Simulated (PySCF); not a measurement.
Zr(OH)2(NH2)2 (H6N2O2Zr), SMILES [Zr]([OH])([NH2])([NH2])[OH], multiplicity 1.

Coordinates come from a PBE0-D3(BJ)/def2-SVP optimisation. The multiplicity is an assumed one; no other spin state was optimised. The structure was generated by enumeration; whether it is a known compound was not checked. The def2 effective core potentials stand for the cores of Zr; spin–orbit coupling is left out. Other conformers were not sampled.

Two levels are set side by side: TDA-PBE/def2-SVPD (PySCF) and TDA-CAM-B3LYP/def2-SVPD (PySCF). Vertical, same geometry. The lowest singlet is HOMO→LUMO 99 % with PBE and HOMO→LUMO+2 70 %, HOMO→LUMO+3 17 %, HOMO→LUMO 11 % with the other functional; states are paired by order. Differences are taken from unrounded values.

```
quantity                              TDA-PBE
------------------------------------  -------
lowest singlet excitation (eV)           4.42
lowest triplet excitation (TDA) (eV)     4.33
```

Task: These are the TDA-PBE values. What does TDA-CAM-B3LYP give? (The exact figures need the calculation; the answer reports its results.)

Result: 
```
quantity                              TDA-CAM-B3LYP  TDA-PBE minus TDA-CAM-B3LYP
------------------------------------  -------------  ---------------------------
lowest singlet excitation (eV)                 5.37                        -0.95
lowest triplet excitation (TDA) (eV)           5.26                        -0.92
```

A lower first singlet is the usual sign of a functional without exact exchange. Differences between two approximate levels are no errors against the true value.

Rough cost on one machine, each run with all the roots and properties that it gave: TDA-CAM-B3LYP against TDA-PBE about 4 times.
